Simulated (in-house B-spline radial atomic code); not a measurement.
RPA and G0W0 on PBE: Ag

Configuration [Kr] 4d10 5s1, highest spin, mean-field start PBE. Computed with a B-spline radial code for spherical atoms: all electrons, scalar-relativistic (spin-free one-electron X2C), finite nucleus, each spin shell either full or empty, empty states to l = 9 with an (l + 1/2)⁻⁴ tail; G0W0 by contour deformation at full frequency.

RPA overbinds a lone outer s electron by self-correlation, and G0W0 tends to as well.

Command:
```bash
python run_gw.py task.json out
```
Settings (radii: box in bohr, nucleus in fm):
```
Z                        47
electrons                47
configuration            [Kr] 4d10 5s1
hamiltonian              x2c
method                   pbe,pbe
lmax                     9
rms_radius               4.5454
spin_polarised           True
box_radius               40
intervals                72
ion_configuration        [Kr] 4d10
```

Run time, properties included: 9.9 s on 1 thread of Intel(R) Xeon(R) Platinum 8488C, with other jobs on the host.

Energies (hartree):

| term | value |
| --- | --- |
| mean-field total | -5315.07003 |
| Hartree-Fock functional on these orbitals | -5312.83836 |
| direct second order | -4.3224 |
| second-order exchange | 1.1996 |
| SOSEX correction | 1.0902 |

What is the RPA correlation energy, and what remains with SOSEX?

RPA gives -3.68 hartree (-2.13 eV per electron); RPA + SOSEX gives -2.5897, and the second-order doubles -3.1227 hartree (no singles). SOSEX takes back 30 % of the RPA value.

Quasi-particle levels (eV):

| level | occupied | mean field | Σx - vxc | Σc | QP weight | G0W0 |
| --- | --- | --- | --- | --- | --- | --- |
| 5s up | yes | -4.729 | -2.04 | ? | ? | ? |
| 5s down | no | -3.953 | 5.09 | -2.72 | 0.822 | -1.589 |

G0W0 = mean field + (Σx - vxc) + Σc, with Σc (partial-wave tail included) taken at the quasi-particle energy. Only the outer levels were computed. Levels of low weight are left out.

Where does G0W0 put 5s up?

At -7.864 eV, with Σc = -1.09 eV and a quasi-particle weight of 0.791. The tabulated removal energy is 7.576 eV (NIST, measured); the calculation leaves out spin-orbit coupling, Breit and QED terms, and what these don't explain is the method's own error.

What does it cost to remove one electron (to [Kr] 4d10) by differences of total energies, each species on its own start (correlation terms add to the Hartree-Fock functional)?

PBE 7.941 eV, Hartree-Fock functional 6.183 eV, + RPA 8.092 eV, + RPA + SOSEX 7.363 eV, + second order 8.817 eV. Tabulated: 7.576 eV (NIST, measured); the calculation leaves out spin-orbit coupling, Breit and QED terms, and what these don't explain is the method's own error.
